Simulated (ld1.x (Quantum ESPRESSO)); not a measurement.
O (Z = 8), TM: configuration errors across variants

O (Z = 8), norm-conserving Troullier–Martins (Kleinman–Bylander form), made with ld1.x (Quantum ESPRESSO) 7.5 (BP86, non-relativistic). Core [He], reference 2s1 2p5. Waves: 2s (bound): rc 0.80 bohr; 2p (bound): rc 1.75 bohr. Local part: the p channel. Core correction: none.

All-electron excitation energies from the reference (eV): (1) 2s2 2p4 -14.893; (2) 2s2 2p3 1.636; (3) 2s2 2p2 35.311; (4) 2s1 2p4 16.816; (5) 2s2 2p0 166.157; (6) 2s2 2p4.3 -17.047; (7) 2s2 2p3.5 -8.557.

Errors AE − PS in meV (a dash: test not solved or not reliable):

| change | (1) | (2) | (3) | (4) | (5) | (6) | (7) | bound ghosts |
| --- | --- | --- | --- | --- | --- | --- | --- | --- |
| base | +4.4 | +125 | +542 | -19 | +4800 | -16 | +50 | none |
| core correction a·sin(br)/r model core inside 0.32 bohr | -0.8 | +118 | +532 | -18 | +4787 | -21 | +43 | none |
| core correction a·sin(br)/r model core inside 0.44 bohr | -0.4 | +119 | +534 | -18 | +4798 | -20 | +44 | none |
| core correction a·sin(br)/r model core inside 0.60 bohr | +1.7 | +122 | +535 | -19 | +4756 | -18 | +47 | none |
| core correction a·sin(br)/r model core inside 0.70 bohr | +3.4 | +124 | +539 | -19 | +4776 | -17 | +49 | none |
| core correction a·sin(br)/r model core inside 0.80 bohr | +4.1 | +125 | +541 | -19 | +4789 | -16 | +49 | none |
| core correction a·sin(br)/r model core inside 0.86 bohr | +4.3 | +125 | +541 | -19 | +4793 | -16 | +50 | none |
| core correction a·sin(br)/r model core inside 0.96 bohr | +4.3 | +125 | +542 | -19 | +4797 | -16 | +50 | none |

Q: Give the same row for: core correction a·sin(br)/r model core inside 0.48 bohr.

A: -0.2, +119, +533, -18, +4783, -20, +44; bound ghosts: none.
